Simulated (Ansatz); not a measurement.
In10N9H26⁻, a nanocrystal cut from wurtzite InN (hydrogen-capped). Charge -1, multiplicity 3. Geometry r2SCAN-D4/def2-SVP, that of the charge -1 singlet; atoms count from 1.

```xyz
45

In   -3.341   -1.453    1.366
N    -2.017   -1.597    3.212
In   -3.002   -0.966   -2.001
N    -2.723    1.151   -2.670
N    -1.851   -0.956   -0.138
In   -1.015    1.004    0.232
In    0.142   -1.175    3.013
N     0.232    0.764    2.065
In   -0.638    1.714   -3.257
N     0.379    1.570   -1.323
In    1.113    3.592   -1.000
In    2.318    1.288    1.857
N     2.297    3.288    0.920
In   -0.417   -2.521   -0.321
N     0.860   -2.468    1.457
N     0.950   -1.721   -1.880
In    2.001    0.218   -1.606
In    3.001   -2.185    0.990
N     2.973   -0.076    0.334
H    -4.383   -0.114    1.761
H    -3.867   -3.112    1.197
H    -2.401   -0.972    3.926
H    -2.133   -2.534    3.608
H    -4.711   -1.138   -1.662
H    -2.171   -1.912   -3.217
H    -3.075    1.797   -1.956
H    -3.331    1.308   -3.480
H    -2.210    2.229    0.593
H     0.867   -1.315    4.592
H    -0.170    1.433    2.734
H    -0.723    3.382   -3.781
H    -0.124    0.410   -4.306
H    -0.136    4.696   -0.494
H     2.391    3.978   -2.129
H     3.255    1.389    3.323
H     1.957    3.963    1.611
H     3.264    3.576    0.740
H    -0.868   -4.160   -0.690
H     0.829   -3.424    1.834
H     0.381   -1.617   -2.729
H     1.644   -2.440   -2.106
H     3.196    0.444   -2.850
H     3.912   -2.291    2.479
H     3.377   -3.174   -0.410
H     3.966    0.129    0.167
```

In the def2 sets In takes a core potential; there is no spin–orbit coupling. Single mean-field runs in def2-SVP are fitted with def2-universal-jkfit. The highest occupied level of the charge -1 triplet lies above zero (up to 0.61 eV). By energy differences its removal costs 0.47 eV (vertical, to the charge 0 doublet, at PBE0-D4/def2-SVP); self-interaction error and the lack of diffuse functions both raise the level. At PBE0-D4/def2-SVP a singlet of charge -1 lies 4.62 eV below the triplet at the same geometry.

Estimate the Mulliken populations of the heavy atoms from the PBE0/def2-SVP orbitals of Ansatz.


| atom | charge (e) | spin (α − β) |
| --- | --- | --- |
| In1 | 0.33 | 0.11 |
| N2 | -0.49 | 0.00 |
| In3 | 0.36 | 0.09 |
| N4 | -0.49 | 0.03 |
| N5 | -0.75 | 0.39 |
| In6 | 0.55 | 0.17 |
| In7 | 0.60 | 0.01 |
| N8 | -0.67 | 0.01 |
| In9 | 0.35 | 0.09 |
| N10 | -0.75 | 0.40 |
| In11 | 0.32 | 0.12 |
| In12 | 0.60 | 0.01 |
| N13 | -0.49 | 0.00 |
| In14 | 0.62 | 0.03 |
| N15 | -0.70 | 0.00 |
| N16 | -0.48 | 0.03 |
| In17 | 0.62 | 0.03 |
| In18 | 0.36 | 0.02 |
| N19 | -0.69 | 0.00 |
Mulliken values and Mayer orders depend strongly on the basis.

Where does the spin sit?

Summed by element: In 0.67, N 0.87, H 0.46, of 2 unpaired in all. Largest on single atoms: N10 0.40, N5 0.39, In6 0.17.

And the Mayer bond orders between bonded heavy atoms (over 0.3)?

In1–N2 0.55 (2.28 Å); In1–N5 0.56 (2.18 Å); N2–In7 0.61 (2.21 Å); In3–N4 0.59 (2.24 Å); In3–N5 0.61 (2.19 Å); N4–In9 0.59 (2.24 Å); N5–In6 0.52 (2.16 Å); N5–In14 0.66 (2.13 Å); In6–N8 0.56 (2.23 Å); In6–N10 0.51 (2.16 Å); In7–N8 0.70 (2.16 Å); In7–N15 0.73 (2.15 Å); N8–In12 0.70 (2.16 Å); In9–N10 0.61 (2.19 Å); N10–In11 0.56 (2.18 Å); N10–In17 0.65 (2.13 Å); In11–N13 0.55 (2.28 Å); In12–N13 0.61 (2.21 Å); In12–N19 0.73 (2.15 Å); In14–N15 0.64 (2.19 Å); In14–N16 0.59 (2.22 Å); N15–In18 0.64 (2.21 Å); N16–In17 0.59 (2.22 Å); In17–N19 0.64 (2.19 Å); In18–N19 0.64 (2.21 Å).
